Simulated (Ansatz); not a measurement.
Geometry optimisation, UHF/def2-SVP in Ansatz.

Input file:

```yaml
crystal:
  periodic: [false, false, false]
  atoms:
    - { symbol: B, position_ang: [-0.05151, -0.06168, -0.016769] }
    - { symbol: F, position_ang: [-0.293289, -0.627378, 1.144676] }
    - { symbol: H, position_ang: [1.055385, 0.226576, -0.335071] }
    - { symbol: F, position_ang: [-1.067474, 0.156588, -0.800929] }
    - { symbol: O, position_ang: [0.235986, 0.054086, 3.432187] }
    - { symbol: H, position_ang: [-0.506098, -0.549291, 3.428005] }
magnetization:
  spin_polarized: true
  initial_magnetization: 1
basis:
  gaussian: { orbitals: def2-SVP }
hamiltonian:
  xc: hf
relax:
  f_tol: 0.03
  max_steps: 50
```

Run as:

```bash
$ ansatz run input.yaml --threads 1 --pin off --max-ram 2048MiB --backend cpu --events-out ev --progress --plain --runs-dir out
```

Task: Where does it end, and by what steps?

Result: The run converged. The force dipped under the threshold on the way, but the program's further checks kept it going. After 44 steps the energy has fallen by 0.210 eV; F4 moved furthest, 1.06 Å.

```
step  energy less start (eV)  largest force component (eV/Å)  accepted
   0                  0.0000                           0.632       yes
   2                 -0.0760                           0.341       yes
   4                 -0.0897                           0.615       yes
   6                 -0.1077                           0.319       yes
   8                 -0.1191                           0.614       yes
  10                 -0.1405                           0.075       yes
  12                 -0.1475                           0.483       yes
  14                 -0.1537                           0.359       yes
  16                 -0.1428                           1.486        no
  18                 -0.1546                           0.728        no
  20                 -0.1777                           0.226       yes
  22                 -0.1960                           0.127       yes
  24                 -0.1986                           0.219       yes
  26                 -0.2014                           0.182       yes
  28                 -0.1521                           1.537        no
  30                 -0.2002                           0.549        no
  32                 -0.2057                           0.056       yes
  34                 -0.2046                           0.416        no
  36                 -0.2038                           0.334        no
  38                 -0.2087                           0.028       yes
  40                 -0.2092                           0.136       yes
  42                 -0.2079                           0.291        no
  44                 -0.2101                           0.007       yes
```

```xyz
6
Properties=species:S:1:pos:R:3
B -0.026 -0.200 0.244
F -0.269 -1.459 0.512
H 1.069 0.170 -0.028
F -1.055 0.605 0.162
O 0.195 0.261 2.769
H -0.541 -0.179 3.194
```

Time of the run: 58 s on 1 thread of Arm Neoverse V1 (shared host), peak memory 0.13 GiB.
